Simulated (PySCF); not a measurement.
Sn(H)(Cl)2(Me) (CH₄Cl₂Sn), SMILES [CH3][SnH]([Cl])[Cl].

Geometry optimised at r2SCAN-D4/def2-SVP. The structure was generated by enumeration; whether it is a known compound was not checked. The def2 effective core potentials stand for the cores of Sn; spin–orbit coupling is left out.

Two levels are set side by side: TDDFT-PBE/def2-SVPD (PySCF) and TDDFT-LC-ωPBE/def2-SVPD (PySCF). Vertical, same geometry. The lowest singlet is HOMO→LUMO 96 % with PBE and HOMO→LUMO 82 % with the other functional; states are paired by order. Differences are taken from unrounded values.

| quantity | TDDFT-LC-ωPBE |
|---|---|
| lowest singlet excitation (eV) | 6.69 |
| lowest triplet excitation (TDA) (eV) | 5.92 |

### Question
What does TDDFT-PBE give, and how far is it from TDDFT-LC-ωPBE? (Estimate from the structure and the level; the computed values follow.)

### Answer

| quantity | TDDFT-PBE | TDDFT-PBE minus TDDFT-LC-ωPBE |
|---|---|---|
| lowest singlet excitation (eV) | 5.29 | -1.41 |
| lowest triplet excitation (TDA) (eV) | 4.75 | -1.18 |

Functionals without exact exchange tend to place singlet excitations lower, as here. Differences between two approximate levels are no errors against the true value.

Rough cost on one machine, each run with all the roots and properties that it gave: TDDFT-LC-ωPBE against TDDFT-PBE about 7 times.
